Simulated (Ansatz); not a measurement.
A nudged elastic band was laid between two geometries of H5N2Te (8 atoms, charge 1, multiplicity 1).

Method: RKS BHLYP-D4/def2-SVPD (Ansatz 0.2.0).

| Item | Value |
| --- | --- |
| movable images | 7 |
| climbing image | yes |
| spring | 5.0 eV/Å² |
| optimiser | lbfgs |
| start path | through a guess of the saddle point |
| force threshold | 0.05 eV/Å |
| iteration limit | 60 |
| end points | relaxed |
| largest step | 0.02 Å |

Image 0:

```xyz
8
Properties=species:S:1:pos:R:3
N -0.310 1.426 -0.772
Te 0.143 0.987 1.077
N 0.251 -1.207 0.607
H -1.261 1.636 -1.023
H 0.392 1.799 -1.390
H 1.165 -1.608 0.794
H -0.451 -1.751 1.099
H 0.070 -1.282 -0.391
```

Image 8:

```xyz
8
Properties=species:S:1:pos:R:3
N -0.459 1.432 -0.693
Te 0.799 0.990 0.733
N 0.357 -1.208 0.553
H -1.371 1.794 -0.471
H -0.125 1.639 -1.619
H -0.066 -1.596 1.390
H -0.311 -1.292 -0.210
H 1.177 -1.758 0.317
```

Q: Which bonds break or form, and what moves?

A: No bond is made or broken. The dihedral N1–Te2–N3–H6 goes from 120 to -116°. The two ends are copies of one structure, up to a mirror image or an exchange of like atoms.

Q: What energy profile does the band end with?

A: It converged. The highest image is number 3 of 0 to 8, 0.9 kJ/mol above the ends, which have the same energy within 2 meV. Another band between the same ends (7 images) ends at a top of the same energy, where a vibrational analysis finds 1 clearly imaginary mode.

```csv
image,path coordinate (Å),energy (kJ/mol),dihedral N1–Te2–N3–H6 (°)
0,0.00,0.0,120
1,0.54,0.4,143
2,1.08,0.9,166
3,1.62,0.9,-171
4,1.91,0.8,-158
5,2.18,0.5,-147
6,2.44,0.3,-136
7,2.67,0.1,-126
8,2.90,0.0,-116
```

Q: What is the geometry of the highest image?

A: 
```xyz
8
Properties=species:S:1:pos:R:3
N -0.405 1.469 -0.740
Te 0.554 1.003 0.889
N 0.316 -1.215 0.574
H -1.370 1.747 -0.709
H 0.092 1.707 -1.581
H 0.609 -1.747 1.389
H -0.660 -1.434 0.396
H 0.864 -1.530 -0.219
```

The band took 51 iterations and of the order of 60 core-minutes.

Time of the run: 30 min on 2 threads of Arm Neoverse N1 (shared host), peak memory 0.28 GiB.
